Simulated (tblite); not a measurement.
Compound: C6H9O2 (doublet state).
Z-matrix (Å and degrees, GFN2-xTB geometry), rows numbered from 1:
```
C 
C   1  1.3689
C   2  1.3778  1  124.44
C   3  1.4849  2  123.74  1   179.59
C   4  1.5373  3  110.93  2  -114.45
O   5  1.4303  4  111.41  3  -174.11
C   6  1.3203  5  117.13  4   -82.67
O   7  1.1951  6  127.07  5    -0.72
H   1  1.0741  2  121.53  3   179.98
H   1  1.0759  2  121.06  3    -0.13
H   2  1.0834  1  118.09  3  -179.78
H   3  1.0805  2  119.32  1     0.77
H   4  1.0915  3  110.57  2     6.27
H   4  1.0956  3  110.21  2   126.48
H   5  1.0913  4  110.81  3   -57.04
H   5  1.0945  4  109.75  3    64.82
H   7  1.1038  6  108.54  5   179.86
```

The geometry is computed with GFN2-xTB (gas phase). This method treats the open shell by occupation alone, without spin polarisation.

Masses are those of the commonest isotopes; rigid-rotor values at the optimised geometry. The values belong to one conformer with, in the numbering `[CH2:1]=[CH:2][CH:3][CH2:4][CH2:5][O:6][CH:7]=[O:8]`, C1–C2–C3–C4 180°, C2–C3–C4–C5 -114°, C3–C4–C5–O6 -174°, C4–C5–O6–C7 -83°, C5–O6–C7–O8 -1°.

Give the principal moments of inertia and the rotational constants in MHz.

Ia = 91.73, Ib = 609.55, Ic = 667.77 u·Å²; 505379 MHz·u·Å²/I gives A = 5510, B = 829.1, C = 756.8 MHz.

Classify the top.

A near-prolate asymmetric top; Ray's κ = -0.970.

Is it planar, by Δ = Ic − Ia − Ib?

Not planar: Δ = Ic − Ia − Ib = -33.51 u·Å². For a rigid frame Δ = −2 Σ m c², so Σ m c² = 16.75 u·Å² lies off the ab plane: 6.74 from hydrogen and 10.02 from heavier atoms. The atom farthest from that plane is 1.39 Å away.

Give the other two planar moments, Paa and Pbb, and the rms extents of the mass along the axes.

Paa = Σ m a² = (Ib + Ic − Ia)/2 = 592.80 and Pbb = Σ m b² = (Ia + Ic − Ib)/2 = 74.97 u·Å². With the mass M = 113.06 u, the rms extents √(P/M) along a, b and c are 2.29, 0.81, 0.38 Å.

Give the coordinates in the principal-axis frame, origin at the centre of mass.

The sense of each axis is arbitrary; atoms in the order of the calculation.
```tsv
atom	mass (u)	a (Å)	b (Å)	c (Å)
C1	12.000	3.850	0.449	0.285
C2	12.000	2.552	0.496	-0.149
C3	12.000	1.695	-0.583	-0.160
C4	12.000	0.287	-0.512	-0.626
C5	12.000	-0.689	-0.769	0.533
O6	15.995	-2.041	-0.838	0.072
C7	12.000	-2.677	0.306	-0.103
O8	15.995	-2.250	1.404	0.094
H9	1.008	4.478	1.320	0.273
H10	1.008	4.279	-0.466	0.654
H11	1.008	2.170	1.442	-0.512
H12	1.008	2.042	-1.539	0.204
H13	1.008	0.073	0.469	-1.053
H14	1.008	0.102	-1.275	-1.390
H15	1.008	-0.491	-1.736	0.999
H16	1.008	-0.602	0.031	1.274
H17	1.008	-3.698	0.089	-0.460
```

Where do the levels up to J = 3 lie, in MHz?

Above 0(0,0):
J = 1: 1(0,1) 1586, 1(1,1) 6266, 1(1,0) 6339
J = 2: 2(0,2) 4757, 2(1,2) 9366, 2(1,1) 9583, 2(2,1) 23625, 2(2,0) 23625
J = 3: 3(0,3) 9511, 3(1,3) 14015, 3(1,2) 14449, 3(2,2) 28382, 3(2,1) 28386, 3(3,1) 51966, 3(3,0) 51966
Those of J = 1 are B + C, A + C and A + B.

For this open shell read J as N, the rotation without spin; fine and hyperfine splittings come on top. Its GFN2-xTB frequencies are all real (lowest 34 cm⁻¹). No vibrational averaging or centrifugal distortion is included, and the geometry carries the error of its method.
